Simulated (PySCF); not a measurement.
Isomers of [C7H13NP]+ (charge +1), from PySCF 2.14.0, PBE0-D3(BJ)/def2-SVP geometry optimisation, gas phase. One conformer each, no zero-point energy, no frequencies.

Question: Which isomer lies lower at this level?
A. `[CH2:1]=[CH:2][CH2:3][P@@H+:4]([CH3:5])[CH2:6][CH2:7][C:8]#[N:9]` (charge +1) with C1–C2–C3–P4 109°, C2–C3–P4–C5 175°, C3–P4–C6–C7 -178°, P4–C6–C7–C8 -46°: A = 2050, B = 798.0, C = 693.1 MHz, dipole 5.14 D
B. `[CH3:1][CH2:2][P+:3]1([NH:4][CH3:5])[CH:6]=[CH:7][CH:8]=[CH:9]1` (charge +1) with C1–C2–P3–N4 177°, C2–P3–N4–C5 -177°: A = 1695, B = 1367, C = 974.4 MHz, dipole 0.88 D

Answer: B. That is `CC[P+]1(NC)C=CC=C1`, 16.5 kcal/mol below the other.

| SMILES | mapped SMILES | E (Eh) | relative (kcal/mol) | relative (kJ/mol) | dipole about centre of mass (D) |
| --- | --- | --- | --- | --- | --- |
| CC[P+]1(NC)C=CC=C1 | [CH3:1][CH2:2][P+:3]1([NH:4][CH3:5])[CH:6]=[CH:7][CH:8]=[CH:9]1 | -669.57508 | 0.0 | 0.0 | 0.88 |
| C=CC[P@@H+](C)CCC#N | [CH2:1]=[CH:2][CH2:3][P@@H+:4]([CH3:5])[CH2:6][CH2:7][C:8]#[N:9] | -669.54884 | 16.5 | 68.9 | 5.14 |

As drawn, the lower has an N–H bond, which the higher lacks.
